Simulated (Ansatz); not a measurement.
Ansatz (a program for electronic structure) input (B3LYP-D3(BJ)/def2-TZVP):

Ansatz 0.2 input:
```yaml
crystal:
  periodic: [false, false, false]
  atoms:
    - {symbol: Si, position_ang: [-0.32922289, -0.19987857, -0.54755226]}
    - {symbol: C, position_ang: [-1.40229657, 1.30198725, -0.98659019]}
    - {symbol: C, position_ang: [-0.95277553, -1.03696135, 1.03769469]}
    - {symbol: N, position_ang: [1.28331567, 0.38873494, -0.29634304]}
    - {symbol: Si, position_ang: [2.70798689, -0.42963513, 0.26604774]}
    - {symbol: H, position_ang: [-0.34500379, -1.17646271, -1.65354109]}
    - {symbol: H, position_ang: [-2.43241314, 1.00443315, -1.15139291]}
    - {symbol: H, position_ang: [-1.05232682, 1.78247958, -1.89489546]}
    - {symbol: H, position_ang: [-1.39777602, 2.04661411, -0.19599846]}
    - {symbol: H, position_ang: [-1.96999143, -1.39747299, 0.91858985]}
    - {symbol: H, position_ang: [-0.33263265, -1.88924121, 1.29570037]}
    - {symbol: H, position_ang: [-0.94007386, -0.35488017, 1.88306301]}
    - {symbol: H, position_ang: [1.46046052, 1.30964217, -0.66530456]}
    - {symbol: H, position_ang: [3.41538326, 0.47707779, 1.16824010]}
    - {symbol: H, position_ang: [2.31394091, -1.69715552, 0.86196629]}
basis:
  gaussian:
    orbitals: def2-TZVP
hamiltonian:
  xc: b3lyp
  dispersion: d3bj
magnetization: {spin_polarized: true, initial_magnetization: 1}
relax: {f_tol: 0.002, max_steps: 150}
```

Output:

```
Functional definition: B3LYP
integrals: 0.17 GiB planned
1477 factors; their error is unknown
0.31 GiB of the device are held for the grids
1.30 GiB of device memory are held for the factors and their scratch space
mean field: 1.45 GiB planned
mean field evaluation 1: about -19468.1142 eV, gradient 6.7e1 eV
mean field evaluation 2: about -19438.0757 eV, gradient 9.5e1 eV
mean field evaluation 4: about -19486.1173 eV, gradient 6.9e0 eV
mean field evaluation 8: about -19486.3758 eV, gradient 2.6e-1 eV
mean field evaluation 16: about -19486.3761 eV, gradient 7.3e-5 eV
mean field -19486.37605708 eV, -716.1111117575 hartree, gradient 1.7e-5 eV, S^2 0.752152; 0 other end points of the search recorded, 0 dependent functions left out
the calculation of the forces begins
reference -19486.37638321 eV, -716.1111237426 hartree; 29, 28 occupied and 198, 199 virtual orbitals, 1477 factors
relax step   1: F+E_penalty+E_count = -19487.02657396 eV  Δ(F+E_penalty+E_count) = +0.000e0 eV  max|allowed force component| = 8.820e-1 eV/Å  Δτ_max = 0.0000 Å  (32 SCF iters, accepted)
these checks for a lower state are left out or cut short: starts, cluster_reference, orbital_swaps, neighbouring_geometries, increment
integrals: 0.17 GiB planned
1477 factors; their error is unknown
0.31 GiB of the device are held for the grids
1.30 GiB of device memory are held for the factors and their scratch space
mean field: 1.45 GiB planned
mean field -19486.42940277 eV, -716.1130721755 hartree, gradient 2.4e-5 eV, S^2 0.752215; 0 other end points of the search recorded, 0 dependent functions left out
the calculation of the forces begins
reference -19486.42972805 eV, -716.1130841295 hartree; 29, 28 occupied and 198, 199 virtual orbitals, 1477 factors
relax step   2: F+E_penalty+E_count = -19487.08045550 eV  Δ(F+E_penalty+E_count) = -5.388e-2 eV  max|allowed force component| = 3.473e-1 eV/Å  Δτ_max = 0.0572 Å  (33 SCF iters, accepted)
these checks for a lower state are left out or cut short: starts, cluster_reference, orbital_swaps, neighbouring_geometries, increment
integrals: 0.17 GiB planned
1477 factors; their error is unknown
0.31 GiB of the device are held for the grids
1.30 GiB of device memory are held for the factors and their scratch space
mean field: 1.45 GiB planned
mean field evaluation 32: about -19486.4346 eV, gradient 1.4e-5 eV
mean field -19486.43463748 eV, -716.1132645475 hartree, gradient 1.4e-5 eV, S^2 0.752215; 0 other end points of the search recorded, 0 dependent functions left out
the calculation of the forces begins
reference -19486.43496243 eV, -716.1132764892 hartree; 29, 28 occupied and 198, 199 virtual orbitals, 1477 factors
relax step   3: F+E_penalty+E_count = -19487.08772461 eV  Δ(F+E_penalty+E_count) = -7.269e-3 eV  max|allowed force component| = 1.904e-1 eV/Å  Δτ_max = 0.0321 Å  (34 SCF iters, accepted)
these checks for a lower state are left out or cut short: starts, cluster_reference, orbital_swaps, neighbouring_geometries, increment
integrals: 0.17 GiB planned
1477 factors; their error is unknown
0.31 GiB of the device are held for the grids
1.30 GiB of device memory are held for the factors and their scratch space
mean field: 1.45 GiB planned
mean field -19486.43593208 eV, -716.1133121234 hartree, gradient 1.3e-5 eV, S^2 0.752225; 0 other end points of the search recorded, 0 dependent functions left out
the calculation of the forces begins
reference -19486.43625695 eV, -716.1133240621 hartree; 29, 28 occupied and 198, 199 virtual orbitals, 1477 factors
relax step   4: F+E_penalty+E_count = -19487.08889121 eV  Δ(F+E_penalty+E_count) = -1.167e-3 eV  max|allowed force component| = 7.859e-2 eV/Å  Δτ_max = 0.0170 Å  (35 SCF iters, accepted)
these checks for a lower state are left out or cut short: starts, cluster_reference, orbital_swaps, neighbouring_geometries, increment
integrals: 0.17 GiB planned
1477 factors; their error is unknown
[...]
1.30 GiB of device memory are held for the factors and their scratch space
mean field: 1.44 GiB planned
mean field -19486.45630093 eV, -716.1140606645 hartree, gradient 1.3e-5 eV, S^2 0.752366; 0 other end points of the search recorded, 0 dependent functions left out
the calculation of the forces begins
reference -19486.45662710 eV, -716.1140726511 hartree; 29, 28 occupied and 198, 199 virtual orbitals, 1477 factors
relax step  42: F+E_penalty+E_count = -19487.09645717 eV  Δ(F+E_penalty+E_count) = -2.364e-5 eV  max|allowed force component| = 3.270e-2 eV/Å  Δτ_max = 0.0293 Å  (34 SCF iters, accepted)
these checks for a lower state are left out or cut short: starts, cluster_reference, orbital_swaps, neighbouring_geometries, increment
integrals: 0.17 GiB planned
1477 factors; their error is unknown
0.30 GiB of the device are held for the grids
1.30 GiB of device memory are held for the factors and their scratch space
mean field: 1.45 GiB planned
mean field -19486.45633604 eV, -716.1140619550 hartree, gradient 1.0e-5 eV, S^2 0.752370; 0 other end points of the search recorded, 0 dependent functions left out
the calculation of the forces begins
reference -19486.45666227 eV, -716.1140739439 hartree; 29, 28 occupied and 198, 199 virtual orbitals, 1477 factors
relax step  43: F+E_penalty+E_count = -19487.09649281 eV  Δ(F+E_penalty+E_count) = -3.564e-5 eV  max|allowed force component| = 2.960e-2 eV/Å  Δτ_max = 0.0061 Å  (27 SCF iters, accepted)
these checks for a lower state are left out or cut short: starts, cluster_reference, orbital_swaps, neighbouring_geometries, increment
integrals: 0.17 GiB planned
1477 factors; their error is unknown
0.30 GiB of the device are held for the grids
1.30 GiB of device memory are held for the factors and their scratch space
mean field: 1.44 GiB planned
mean field -19486.45639594 eV, -716.1140641563 hartree, gradient 1.4e-5 eV, S^2 0.752371; 0 other end points of the search recorded, 0 dependent functions left out
the calculation of the forces begins
reference -19486.45672227 eV, -716.1140761485 hartree; 29, 28 occupied and 198, 199 virtual orbitals, 1477 factors
relax step  44: F+E_penalty+E_count = -19487.09652872 eV  Δ(F+E_penalty+E_count) = -3.591e-5 eV  max|allowed force component| = 1.871e-2 eV/Å  Δτ_max = 0.0090 Å  (27 SCF iters, accepted)
these checks for a lower state are left out or cut short: starts, cluster_reference, orbital_swaps, neighbouring_geometries, increment
integrals: 0.17 GiB planned
1477 factors; their error is unknown
0.30 GiB of the device are held for the grids
1.30 GiB of device memory are held for the factors and their scratch space
mean field: 1.45 GiB planned
mean field -19486.45657008 eV, -716.1140705559 hartree, gradient 1.3e-5 eV, S^2 0.752371; 0 other end points of the search recorded, 0 dependent functions left out
the calculation of the forces begins
reference -19486.45689660 eV, -716.1140825553 hartree; 29, 28 occupied and 198, 199 virtual orbitals, 1477 factors
relax step  45: F+E_penalty+E_count = -19487.09655810 eV  Δ(F+E_penalty+E_count) = -2.938e-5 eV  max|allowed force component| = 4.587e-3 eV/Å  Δτ_max = 0.0222 Å  (34 SCF iters, accepted)
these checks for a lower state are left out or cut short: starts, cluster_reference, orbital_swaps, neighbouring_geometries, increment
integrals: 0.17 GiB planned
1477 factors; their error is unknown
0.30 GiB of the device are held for the grids
1.30 GiB of device memory are held for the factors and their scratch space
mean field: 1.44 GiB planned
mean field evaluation 320: about -19486.4135 eV, gradient 8.4e-1 eV
mean field -19486.45685238 eV, -716.1140809300 hartree, gradient 1.3e-5 eV, S^2 0.752374; 0 other end points of the search recorded, 0 dependent functions left out
the calculation of the forces begins
reference -19486.45717918 eV, -716.1140929398 hartree; 29, 28 occupied and 198, 199 virtual orbitals, 1477 factors
relax step  46: F+E_penalty+E_count = -19487.09657627 eV  Δ(F+E_penalty+E_count) = -1.818e-5 eV  max|allowed force component| = 6.134e-3 eV/Å  Δτ_max = 0.0312 Å  (34 SCF iters, accepted)
these checks for a lower state are left out or cut short: starts, cluster_reference, orbital_swaps, neighbouring_geometries, increment
integrals: 0.17 GiB planned
1477 factors; their error is unknown
0.30 GiB of the device are held for the grids
1.30 GiB of device memory are held for the factors and their scratch space
mean field: 1.44 GiB planned
mean field -19486.45710218 eV, -716.1140901102 hartree, gradient 1.3e-5 eV, S^2 0.752377; 0 other end points of the search recorded, 0 dependent functions left out
the calculation of the forces begins
reference -19486.45742926 eV, -716.1141021301 hartree; 29, 28 occupied and 198, 199 virtual orbitals, 1477 factors
relax step  47: F+E_penalty+E_count = -19487.09658374 eV  Δ(F+E_penalty+E_count) = -7.463e-6 eV  max|allowed force component| = 7.230e-3 eV/Å  Δτ_max = 0.0307 Å  (34 SCF iters, accepted)
these checks for a lower state are left out or cut short: starts, cluster_reference, orbital_swaps, neighbouring_geometries, increment
integrals: 0.17 GiB planned
1477 factors; their error is unknown
0.30 GiB of the device are held for the grids
1.30 GiB of device memory are held for the factors and their scratch space
mean field: 1.44 GiB planned
mean field -19486.45714994 eV, -716.1140918654 hartree, gradient 1.4e-5 eV, S^2 0.752378; 0 other end points of the search recorded, 0 dependent functions left out
the calculation of the forces begins
reference -19486.45747705 eV, -716.1141038864 hartree; 29, 28 occupied and 198, 199 virtual orbitals, 1477 factors
relax step  48: F+E_penalty+E_count = -19487.09658671 eV  Δ(F+E_penalty+E_count) = -2.976e-6 eV  max|allowed force component| = 4.582e-3 eV/Å  Δτ_max = 0.0031 Å  (27 SCF iters, accepted)
these checks for a lower state are left out or cut short: starts, cluster_reference, orbital_swaps, neighbouring_geometries, increment
integrals: 0.17 GiB planned
1477 factors; their error is unknown
0.30 GiB of the device are held for the grids
1.30 GiB of device memory are held for the factors and their scratch space
mean field: 1.44 GiB planned
mean field -19486.45719927 eV, -716.1140936779 hartree, gradient 1.9e-5 eV, S^2 0.752378; 0 other end points of the search recorded, 0 dependent functions left out
the calculation of the forces begins
reference -19486.45752641 eV, -716.1141057002 hartree; 29, 28 occupied and 198, 199 virtual orbitals, 1477 factors
relax step  49: F+E_penalty+E_count = -19487.09658863 eV  Δ(F+E_penalty+E_count) = -1.915e-6 eV  max|allowed force component| = 9.680e-4 eV/Å  Δτ_max = 0.0053 Å  (27 SCF iters, accepted)
these checks for a lower state are left out or cut short: starts, cluster_reference, orbital_swaps, neighbouring_geometries, increment
integrals: 0.17 GiB planned
1477 factors; their error is unknown
0.30 GiB of the device are held for the grids
1.30 GiB of device memory are held for the factors and their scratch space
mean field: 1.44 GiB planned
mean field -19486.45722943 eV, -716.1140947865 hartree, gradient 1.4e-5 eV, S^2 0.752379; 0 other end points of the search recorded, 0 dependent functions left out
the calculation of the forces begins
reference -19486.45755660 eV, -716.1141068097 hartree; 29, 28 occupied and 198, 199 virtual orbitals, 1477 factors
relax step  50: F+E_penalty+E_count = -19487.09658870 eV  Δ(F+E_penalty+E_count) = -6.897e-8 eV  max|allowed force component| = 8.954e-4 eV/Å  Δτ_max = 0.0030 Å  (27 SCF iters, accepted)
integrals: 0.17 GiB planned
1477 factors; their error is unknown
0.30 GiB of the device are held for the grids
1.30 GiB of device memory are held for the factors and their scratch space
mean field: 1.44 GiB planned
mean field evaluation 352: about -19486.4175 eV, gradient 2.4e-1 eV
mean field -19486.45722943 eV, -716.1140947865 hartree, gradient 1.6e-5 eV, S^2 0.752379; 1 other end points of the search recorded, 0 dependent functions left out
the calculation of the forces begins
reference -19486.45755660 eV, -716.1141068097 hartree; 29, 28 occupied and 198, 199 virtual orbitals, 1477 factors
Total energy: -19487.09691586 eV, -716.1376028293 hartree
Atom 0 at    -0.309609    -0.185499    -0.320989 Å, force    -0.000140     0.000496    -0.000651 eV/Å
Atom 1 at    -1.345355     1.146990    -1.130334 Å, force    -0.000067    -0.000262     0.000178 eV/Å
Atom 2 at    -1.195738    -0.868266     1.179489 Å, force    -0.000144    -0.000199    -0.000037 eV/Å
Atom 3 at     1.256005     0.452979     0.107720 Å, force    -0.000475    -0.000175     0.000066 eV/Å
Atom 4 at     2.818356    -0.213827    -0.223100 Å, force     0.000198    -0.000461     0.000895 eV/Å
Atom 5 at    -0.042655    -1.287538    -1.277525 Å, force     0.000040    -0.000184     0.000169 eV/Å
Atom 6 at    -2.328241     0.761884    -1.411472 Å, force    -0.000052     0.000101    -0.000037 eV/Å
Atom 7 at    -0.860452     1.530227    -2.029826 Å, force     0.000066    -0.000009     0.000003 eV/Å
Atom 8 at    -1.504623     1.986988    -0.448841 Å, force    -0.000024     0.000064     0.000008 eV/Å
Atom 9 at    -2.159984    -1.302286     0.903248 Å, force     0.000144     0.000072     0.000031 eV/Å
Atom 10 at    -0.599112    -1.645371     1.660813 Å, force     0.000095    -0.000066     0.000072 eV/Å
Atom 11 at    -1.381283    -0.082994     1.916589 Å, force     0.000048     0.000044    -0.000044 eV/Å
Atom 12 at     1.260632     1.375602     0.523372 Å, force     0.000333     0.000316     0.000124 eV/Å
Atom 13 at     3.746376     0.154503     0.887531 Å, force     0.000227     0.000756    -0.000115 eV/Å
Atom 14 at     2.672257    -1.694110    -0.296991 Å, force    -0.000249    -0.000491    -0.000662 eV/Å
Dipole moment:    -0.280783     0.231535     0.113512 e Å
```

It need not be the lowest isomer of its formula.
